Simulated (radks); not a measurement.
Problem. Te9+, 43 electrons, occupied as [Kr] 4d7. Calculated with a radial shooting solver on a logarithmic mesh with Libxc functionals: scalar-relativistic Kohn-Sham, exchange-only LDA, spin-polarised, spherical densities, point nucleus; open shells are filled with parallel spins first (spin-orbit coupling, left out, can overturn this in heavy ions). Some entries of the table are withheld. Estimate them.

orbital,occ.,eigenvalue (Ry),<r> (bohr),<1/r> (bohr^-1)
1s up,1,-2333.416,0.02784,55.52
1s down,1,-2333.414,0.02784,55.52
2s up,1,-367.5681,0.1199,12.71
2s down,1,-367.4852,0.1199,12.71
2p up,3,-331.3114,0.1048,12.18
2p down,3,-331.2450,0.1048,12.18
3s up,1,-82.02922,0.3224,4.542
3s down,1,-81.97056,0.3222,4.543
3p up,3,-70.24722,0.3202,4.324
3p down,3,-70.18414,0.3201,4.326
3d up,5,-52.41432,0.2964,(1)
3d down,5,-52.33270,0.2962,(2)
4s up,1,-22.75177,(3),1.869
4s down,1,-22.47496,(4),1.871
4p up,3,-18.98246,0.7927,1.727
4p down,3,-18.70533,0.7930,1.728
4d up,5,-13.37824,(5),1.495
4d down,2,-13.10763,(6),1.492

Solution. 
(1) 3d up <1/r> (bohr^-1): 4.094
(2) 3d down <1/r> (bohr^-1): 4.094
(3) 4s up <r> (bohr): 0.7478
(4) 4s down <r> (bohr): 0.7476
(5) 4d up <r> (bohr): 0.8815
(6) 4d down <r> (bohr): 0.8839
